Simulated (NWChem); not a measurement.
System: vinylene carbonate (C3H2O3); SMILES O=c1occo1

NWChem input:

```
start job
memory heap 200 mb stack 900 mb global 1100 mb
geometry units angstroms noautosym nocenter noautoz
  O      0.000000     0.000000    -1.997115
  C      0.000000     0.000000    -0.801092
  O      0.000000     1.114600     0.018585
  C      0.000000     0.673803     1.325168
  C      0.000000    -0.673803     1.325168
  O      0.000000    -1.114600     0.018585
  H      0.000000     1.428056     2.116733
  H      0.000000    -1.428056     2.116733
end
basis spherical
  O library def2-svp
  C library def2-svp
  H library def2-svp
end
dft
  xc m05-2x
  iterations 150
end
cosmo
  do_cosmo_smd true
  solvent dmso
end
task dft energy
```

Excerpt of the output:

```
             Northwest Computational Chemistry Package (NWChem) 7.3.0
             --------------------------------------------------------

                             Geometry "geometry" -> ""
                             -------------------------

 Output coordinates in angstroms (scale by  1.889725989 to convert to a.u.)

  No.       Tag          Charge          X              Y              Z
 ---- ---------------- ---------- -------------- -------------- --------------
    1 O                    8.0000     0.00000000     0.00000000    -1.99711500
    2 C                    6.0000     0.00000000     0.00000000    -0.80109200
    3 O                    8.0000     0.00000000     1.11460000     0.01858500
    4 C                    6.0000     0.00000000     0.67380300     1.32516800
    5 C                    6.0000     0.00000000    -0.67380300     1.32516800
    6 O                    8.0000     0.00000000    -1.11460000     0.01858500
    7 H                    1.0000     0.00000000     1.42805600     2.11673300
    8 H                    1.0000     0.00000000    -1.42805600     2.11673300

 Effective nuclear repulsion energy (a.u.)     227.8158074727

                                 NWChem DFT Module
                                 -----------------

 Summary of "ao basis" -> "ao basis" (spherical)
 ------------------------------------------------------------------------------
       Tag                 Description            Shells   Functions and Types
 ---------------- ------------------------------  ------  ---------------------
 O                          def2-svp                 6       14   3s2p1d
 C                          def2-svp                 6       14   3s2p1d
 H                          def2-svp                 3        5   2s1p

 in cosmo_initialize ...
 calling solv_data for solv:dmso

 solvent parameters
 solvname_short: dmso
 solvname_long:  dimethylsulfoxide
 dielec:       46.8260
 dielecinf:     2.0079
 nonaqueous SMD model solvent descriptors
 dielec:       46.8260
 sola:          0.0000
 solb:          0.8800
 solc:          0.0000
 solg:         61.7800
 solh:          0.0000
 soln:          1.4170

          ---------------
          -cosmo- solvent
          ---------------
 Cosmo: York-Karplus, doi: 10.1021/jp992097l
 dielectric constant -eps-     =  46.83
 screen = (eps-1)/(eps    )    =   0.97864
 surface charge correction     = lagrangian

   van der Waals surface
 --------------------------

 ---------- ATOMIC COORDINATES (A.U.) ------------ VDWR(ANG.) --
     1    0.00000000    0.00000000   -3.77400012     2.294
     2    0.00000000    0.00000000   -1.51384437     1.850
     3    0.00000000    2.10628859    0.03512056     2.294
     4    0.00000000    1.27330304    2.50420441     1.850
     5    0.00000000   -1.27330304    2.50420441     1.850
     6    0.00000000   -2.10628859    0.03512056     2.294
     7    0.00000000    2.69863454    4.00004536     1.200
     8    0.00000000   -2.69863454    4.00004536     1.200
 number of segments per atom =        128
 number of   points per atom =        128
 atom (   nspa,  nppa )
 ----------------------
    1 (     84,     0 )       0
    2 (      0,     0 )       0
    3 (     66,     0 )       0
    4 (     34,     0 )       0
    5 (     34,     0 )       0
    6 (     66,     0 )       0
    7 (     54,     0 )       0
    8 (     54,     0 )       0
 number of -cosmo- surface points =      392
 molecular surface =    132.584 angstrom**2
 molecular volume  =    125.039 angstrom**3
 -lineq- algorithm             =   0
 -bem- low  level              =   3
 -bem- from -octahedral-
 gaussian surface charge width =   4.50000
 degree of switching           =   1.00000
 switching function tolerance  =   0.00010
 atomic radii =
 --------------
    1  8.000  2.294
    2  6.000  1.850
    3  8.000  2.294
    4  6.000  1.850
    5  6.000  1.850
    6  8.000  2.294
    7  1.000  1.200
    8  1.000  1.200
 ...... end of -cosmo- initialization ......

 nat:                     8
 ixmem:                  3618
 calling mnsol_interface()
 G(SMD-CDS) energy (kcal/mol)  =     0.156
 SMD-CDS SASA (angstrom**2)    =   121.407

            General Information
            -------------------
          SCF calculation type: DFT
          Wavefunction type:  closed shell.
          No. of atoms     :     8
          No. of electrons :    44
           Alpha electrons :    22
            Beta electrons :    22
          Charge           :     0
          Spin multiplicity:     1
          Use of symmetry is: off; symmetry adaption is: off
          Maximum number of iterations: 150
          AO basis - number of functions:    94
                     number of shells:    42
          Convergence on energy requested:  1.00D-06
          Convergence on density requested:  1.00D-05
          Convergence on gradient requested:  5.00D-04

              XC Information
              --------------
                       M05-2X Method XC Functional
                     Hartree-Fock (Exact) Exchange  0.560
                M05-2X metaGGA Exchange Functional  0.440
                      M05-2X Correlation Potential  1.000

             Grid Information
             ----------------
          Grid used for XC integration:  medium
          Radial quadrature: Mura-Knowles
          Angular quadrature: Lebedev.
          Tag              B.-S. Rad. Rad. Pts. Rad. Cut. Ang. Pts.
          ---              ---------- --------- --------- ---------
          O                   0.60       49          11.0       434
          C                   0.70       49          10.0       434
          H                   0.35       45          10.0       434
          Grid pruning is: on
          Number of quadrature shells:   384
          Spatial weights used:  Erf1

      Superposition of Atomic Density Guess
      -------------------------------------

 Sum of atomic energies:        -337.94645122

      Non-variational initial energy
      ------------------------------

 Total energy =    -340.972054
 1-e energy   =    -914.197557
 2-e energy   =     345.409695
 HOMO         =      -0.234600
 LUMO         =       0.069619

   convergence    iter        energy       DeltaE   RMS-Dens  Diis-err
 ---------------- ----- ----------------- --------- --------- ---------
     COSMO gas phase
 d= 0,ls=0.0,diis     1   -340.6878825570 -5.69D+02  1.56D-02  1.47D+00
 d= 0,ls=0.0,diis     2   -340.6055806161  8.23D-02  9.30D-03  2.79D+00
 d= 0,ls=0.0,diis     3   -340.8553672321 -2.50D-01  1.85D-03  6.13D-02
 d= 0,ls=0.0,diis     4   -340.8600765967 -4.71D-03  6.43D-04  1.36D-02
 d= 0,ls=0.0,diis     5   -340.8612878677 -1.21D-03  1.71D-04  6.68D-04
  Resetting Diis
 d= 0,ls=0.0,diis     6   -340.8613517950 -6.39D-05  5.04D-05  2.44D-05
 d= 0,ls=0.0,diis     7   -340.8613555920 -3.80D-06  2.07D-05  1.71D-06
 d= 0,ls=0.0,diis     8   -340.8613557117 -1.20D-07  8.39D-06  1.53D-06

   convergence    iter        energy       DeltaE   RMS-Dens  Diis-err
 ---------------- ----- ----------------- --------- --------- ---------
     COSMO solvation phase
 d= 0,ls=0.0,diis     1   -340.8702643732 -8.91D-03  1.44D-03  4.58D-03
 d= 0,ls=0.0,diis     2   -340.8715757640 -1.31D-03  3.69D-04  1.68D-03
 d= 0,ls=0.0,diis     3   -340.8716924700 -1.17D-04  1.85D-04  5.74D-04
 d= 0,ls=0.0,diis     4   -340.8717502167 -5.77D-05  5.29D-05  5.43D-05
 d= 0,ls=0.0,diis     5   -340.8717554049 -5.19D-06  1.89D-05  3.50D-06
 d= 0,ls=0.0,diis     6   -340.8717558333 -4.28D-07  5.39D-06  4.92D-07

         Total DFT energy =     -340.871755833260
      One electron energy =     -915.921631014065
           Coulomb energy =      390.038984904721
    Exchange-Corr. energy =      -42.638954691219
 Nuclear repulsion energy =      227.815807472721

             COSMO energy =       -0.165962505418

 Numeric. integr. density =       44.000000127633

                                COSMO-SMD solvation results
                                ---------------------------

             internal energy in gas <Psi(g)|H|Psi(g)> =      -340.861355711702
         internal energy in solvent <Psi(s)|H|Psi(s)> =      -340.859583890442
                               delta internal energy  =         0.001771821260 (    1.11 kcal/mol)
   total free energy in solvent <Psi(s)|H+V/2|Psi(s)> =      -340.872005074223
 polarization energy contribution <Psi(s)|V/2|Psi(s)> =        -0.012421183781 (   -7.79 kcal/mol)
    total free energy in solvent including G(SMD-CDS) =      -340.871755833260
                       G(SMD-CDS) energy contribution =         0.000249240963 (    0.16 kcal/mol)
     1 M fixed-concentration free energy of solvation =        -0.010400121558 (   -6.53 kcal/mol)

                       DFT Final Molecular Orbital Analysis
                       ------------------------------------

 Vector   20  Occ=2.000000D+00  E=-4.599093D-01
              MO Center= -3.6D-10,  9.3D-09, -8.7D-01, r^2= 2.7D+00
   Bfn.  Coefficient  Atom+Function         Bfn.  Coefficient  Atom+Function
  ----- ------------  ---------------      ----- ------------  ---------------
     4      0.459273  1 O  px                 7      0.308915  1 O  px
    18      0.259789  2 C  px                46     -0.197742  4 C  px
    60     -0.197742  5 C  px                32     -0.149345  3 O  px
    74     -0.149345  6 O  px                21      0.134607  2 C  px
    49     -0.118313  4 C  px                63     -0.118313  5 C  px

 Vector   21  Occ=2.000000D+00  E=-4.009542D-01
              MO Center=  2.7D-10,  2.7D-09, -1.5D+00, r^2= 1.8D+00
   Bfn.  Coefficient  Atom+Function         Bfn.  Coefficient  Atom+Function
  ----- ------------  ---------------      ----- ------------  ---------------
     5      0.583517  1 O  py                 8      0.389679  1 O  py
    22      0.165920  2 C  py                34      0.147231  3 O  pz
    76     -0.147231  6 O  pz                33      0.132343  3 O  py
    75      0.132343  6 O  py                31     -0.125341  3 O  s
    73      0.125341  6 O  s                 37      0.114766  3 O  pz

 Vector   22  Occ=2.000000D+00  E=-3.079116D-01
              MO Center= -6.8D-10,  1.3D-10,  6.1D-01, r^2= 2.8D+00
   Bfn.  Coefficient  Atom+Function         Bfn.  Coefficient  Atom+Function
  ----- ------------  ---------------      ----- ------------  ---------------
    46      0.359377  4 C  px                60      0.359377  5 C  px
    49      0.246768  4 C  px                63      0.246768  5 C  px
     4      0.245274  1 O  px                32     -0.242425  3 O  px
    74     -0.242425  6 O  px                35     -0.208976  3 O  px
    77     -0.208976  6 O  px                 7      0.206039  1 O  px

 Vector   23  Occ=0.000000D+00  E= 5.413116D-02
              MO Center=  1.6D-10, -3.1D-09,  1.3D+00, r^2= 2.1D+00
   Bfn.  Coefficient  Atom+Function         Bfn.  Coefficient  Atom+Function
  ----- ------------  ---------------      ----- ------------  ---------------
    49      0.665091  4 C  px                63     -0.665091  5 C  px
    46      0.442522  4 C  px                60     -0.442522  5 C  px
    35     -0.212160  3 O  px                77      0.212160  6 O  px
    32     -0.175164  3 O  px                74      0.175164  6 O  px

 Vector   24  Occ=0.000000D+00  E= 6.720515D-02
              MO Center= -6.6D-09,  4.4D-09, -8.9D-01, r^2= 1.7D+00
   Bfn.  Coefficient  Atom+Function         Bfn.  Coefficient  Atom+Function
  ----- ------------  ---------------      ----- ------------  ---------------
    18      0.604676  2 C  px                21      0.586499  2 C  px
     7     -0.428225  1 O  px                 4     -0.369698  1 O  px
    35     -0.261836  3 O  px                77     -0.261836  6 O  px
    32     -0.250627  3 O  px                74     -0.250627  6 O  px
    49      0.056832  4 C  px                63      0.056832  5 C  px

 Vector   25  Occ=0.000000D+00  E= 1.358443D-01
              MO Center=  4.5D-10, -3.3D-09,  4.0D-01, r^2= 3.4D+00
   Bfn.  Coefficient  Atom+Function         Bfn.  Coefficient  Atom+Function
  ----- ------------  ---------------      ----- ------------  ---------------
    17      1.220963  2 C  s                 31     -0.950880  3 O  s
    73     -0.950880  6 O  s                  3     -0.601502  1 O  s
    45      0.592771  4 C  s                 59      0.592771  5 C  s
    51     -0.514523  4 C  pz                65     -0.514523  5 C  pz
    36      0.264443  3 O  py                78     -0.264443  6 O  py

     Multipole analysis of the density
     ---------------------------------

     L   x y z        total         alpha         beta         nuclear
     -   - - -        -----         -----         ----         -------
     0   0 0 0     -0.000000    -22.000000    -22.000000     44.000000

     1   1 0 0      0.000000      0.000000      0.000000      0.000000
     1   0 1 0     -0.000000     -0.000000     -0.000000      0.000000
     1   0 0 1      2.255993      1.459294      1.459294     -0.662595

     2   2 0 0    -24.576633    -12.288317    -12.288317      0.000000
     2   1 1 0     -0.000000     -0.000000     -0.000000      0.000000
     2   1 0 1     -0.000000     -0.000000     -0.000000      0.000000
     2   0 2 0    -24.150198    -64.577144    -64.577144    105.004090
     2   0 1 1      0.000000      0.000000      0.000000      0.000000
     2   0 0 2    -24.339233   -129.653567   -129.653567    234.967901
```

Level: M05-2X/def2-SVP, SMD on the gas-phase geometry. Structure relaxed at the PBE-D3(BJ)/def2-SVP level. Solvent: dimethyl sulfoxide.
